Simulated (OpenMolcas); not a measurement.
## Sb IV: CASPT2 settings compared

```
Program             : OpenMolcas
Basis               : ANO-RCC-VDZ [6s5p2d]
Scalar Hamiltonian  : DKH4, point nucleus
Active space        : 2 electrons in 4 orbitals (5s 5p)
State averaging     : 2S+1 = 3 even, 3 roots; 2S+1 = 1 even, 7 roots; 2S+1 = 3 odd, 3 roots; 2S+1 = 1 odd, 3 roots
Spin-orbit coupling : RASSI with atomic mean-field integrals over the reference wave functions, term energies averaged over their components
```

Methods on the same reference wave functions:
A. CASSCF
B. SS-CASPT2, IPEA 0.3 Eh, no level shift (closed shells correlated: 4s 4p 4d)
C. SS-CASPT2, IPEA 0 Eh, sigma2 regulariser 0.5 Eh (closed shells correlated: 4d)
D. MS-CASPT2, IPEA 0 Eh, sigma2 regulariser 0.5 Eh (closed shells correlated: 4d)
E. XMS-CASPT2, IPEA 0.15 Eh, imaginary shift 0.2 Eh (closed shells correlated: 4s 4p 4d)

Energies in cm-1 above 5s2 1S0, the measured ground level; measured values from Moore, Atomic Energy Levels, vol. III, NSRDS-NBS 35 (1971 reprint of NBS Circular 467, 1958).

```
      Level       A       B       C       D       E  Measured
    5s2 1S0     0.0     0.0     0.0     0.0     0.0       0.0
5s 5p 3P* 0   60519   61620   61550   61550   61900          
5s 5p 3P* 1   62713   63810   63740   63740   64090     66700
5s 5p 3P* 2   67866   68960   68900   68900   69250     72560
5s 5p 1P* 1  103459  103950  103950  103960  104190     95952
    5p2 3P0  150806  151840  151680  151680  152100    152076
    5p2 3P1  154322  155370  155200  155200  155630    156388
    5p2 3P2  157882  158910  158750  158750  159160    163524
    5p2 1D2  168408  169300  169180  169180  169530    155956
    5p2 1S0  190056  190660  190630  190640  190990
```

Deviations, from unrounded energies. A percentage is the sum of absolute deviations over the sum of measured energies, with the sign that they share, or ± where signs differ.

| Against measurement | Levels | A | B | C | D | E |
| --- | --- | --- | --- | --- | --- | --- |
| mean absolute deviation (cm-1) | 7 | 5400 | 4800 | 4900 | 4900 | 4700 |
| other configurations (%) | 7 | ±4.4 | ±3.9 | ±4.0 | ±4.0 | ±3.8 |

B, C, D, E lie about equally close to measurement and A furthest from it. The largest miss of E in the table is 5p2 1D2, by +14000 cm-1. The ranking rests on the paired levels alone, and a cruder setting can come out closer through cancelling errors.

Among B to E the level of the table that moves most is 5p2 3P1, by 430 cm-1 (lowest in C, highest in E). Moves below CASPT2's spread within the term are not significant.

The lowest spin-free term lies below A's lowest term by 0.012 hartree in B, 0.009 hartree in C, 0.009 hartree in D, 0.014 hartree in E.

CASPT2 does not keep the components of a term degenerate, so their means are used; among the terms shown or strongly mixed into the levels shown the widest spread is 35 cm-1 (5p2 1D, E). Some levels mix across a computed gap that differs much from the measured one, so their mixing is not that of the real levels. The ¹D term of p² mixes with s d, which this space lacks. The basis is small and was not contracted for so high a charge. Computed and measured levels are paired by configuration, term and J; levels that our copy of the source lacks, or whose pairing is in doubt (as where it misses far off the trend of its configuration), stay unpaired and out of the deviations. Only configurations of the active space appear.

* marks odd parity.
